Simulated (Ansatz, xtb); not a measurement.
Two structures of ClFHSi3

Structure X is a doublet given by its coordinates and structure Y is a doublet given by its coordinates. Both are isolated molecules in the gas phase, relaxed with PBE-D3(BJ)/def2-SVP.

X (Å):

| atom | x (Å) | y (Å) | z (Å) |
| --- | --- | --- | --- |
| Cl | -3.7051 | -1.5122 | 1.7815 |
| F | -1.8783 | 2.5044 | -0.8436 |
| Si | -1.2691 | 1.5046 | 0.3145 |
| Si | -0.2985 | -0.5302 | -0.3560 |
| Si | -2.1001 | -0.5789 | 0.8623 |
| H | -0.8601 | 2.4715 | 1.3936 |

Close contacts (Å): Cl1–Si5 2.07, F2–Si3 1.65, Si3–Si4 2.35, Si3–Si5 2.31, Si4–Si5 2.18, Si3–H6 1.51.

Y (Å):

```xyz
6

Cl   -2.9900   -0.1623    1.7990
F    -1.2446   -0.9076   -0.5363
Si   -1.3261    0.3662    0.4924
Si   -1.2780    2.4675   -0.6490
Si   -3.1704    2.1230    0.3871
H    -0.1416    0.2296    1.4029
```

Close contacts (Å): Cl1–Si3 2.18, Cl1–Si5 2.69, F2–Si3 1.64, Si3–Si4 2.39, Si3–Si5 2.55, Si4–Si5 2.18, Si3–H6 1.50.

Question: Which of the two would you expect CCSD(T)/def2-SVP electronic energies to favour?

Answer: Structure X; the calculation gives E(Y) − E(X) = +3.0 kcal/mol.

How the difference moves with the method:

| level | geometry | E(Y) − E(X) (kcal/mol) | departure from the last row (kcal/mol) | job, with rough time for the two |
| --- | --- | --- | --- | --- |
| PBE-D3(BJ)/def2-SVP | PBE-D3(BJ)/def2-SVP | +3.4 | +0.4 | optimisation, 60 s |
| HF/def2-SVP | PBE-D3(BJ)/def2-SVP | +5.5 | +2.5 | part of the CCSD(T) run |
| MP2/def2-SVP | PBE-D3(BJ)/def2-SVP | +5.9 | +2.9 | part of the CCSD(T) run |
| CCSD(T)/def2-SVP | PBE-D3(BJ)/def2-SVP | +3.0 |  | single point, 29 s |

The levels shown agree on the order. The largest departure from CCSD(T)/def2-SVP is that of MP2/def2-SVP, 2.9 kcal/mol. Levels run at GFN2-xTB geometries aren't shown.

With harmonic frequencies from PBE-D3(BJ)/def2-SVP (ideal gas, rigid rotor, one conformer each, 298.15 K, 1 atm): the zero-point term adds 0.0 kcal/mol; ΔH is +3.0 and ΔG +3.2 kcal/mol.

The T1 diagnostic of structure Y is large, so the coupled-cluster value is less sure. Open shells are spin-unrestricted, with notable spin contamination under HF/def2-SVP, MP2/def2-SVP, CCSD(T)/def2-SVP. The correlated steps freeze 21 core orbitals. Programs: Ansatz 0.2.0; the last row on 2 threads of Intel(R) Xeon(R) 6975P-C (Granite Rapids) on a shared host.
